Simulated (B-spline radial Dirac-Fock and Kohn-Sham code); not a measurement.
## Scattering functions of Au⁴⁹⁺

System: gold as Au⁴⁹⁺, [Ar] 3d10 4s2.

Level of theory: Dirac-Fock orbitals of the configuration average with a finite nucleus; a radial finite-basis atomic code. f₀ is the Fourier transform of the spherical electron density, S the Waller-Hartree incoherent function, and s = sin θ/λ.

```
s (Å⁻¹)      f₀       S
      0  30.000   0.000
   0.05  29.983   0.020
    0.1  29.931   0.080
   0.15  29.845   0.178
    0.2  29.726   0.314
   0.25  29.574   0.484
    0.3  29.391   0.686
   0.35  29.176   0.918
    0.4  28.932   1.175
   0.45  28.661   1.455
    0.5  28.363   1.753
    0.6  27.694   2.394
    0.7  26.942   3.071
    0.8  26.121   3.765
    0.9  25.245   4.463
      1  24.331   5.156
    1.1  23.392   5.840
    1.2  22.440   6.515
    1.4  20.538   7.842
    1.6  18.694   9.141
    1.8  16.950  10.403
      2  15.332  11.609
    2.5  11.893  14.296
      3   9.318  16.535
    3.5   7.518  18.434
      4   6.331  20.044
      5   5.036  22.530
      6   4.261  24.290
```

f₀ starts at the number of electrons, 30, and has fallen to half at s ≈ 2.05 Å⁻¹. The sum of ⟨r²⟩ over the electrons is 0.9365 bohr².

Values without a named source are computed, but for edge energies of neutral atoms, which are taken from tables.
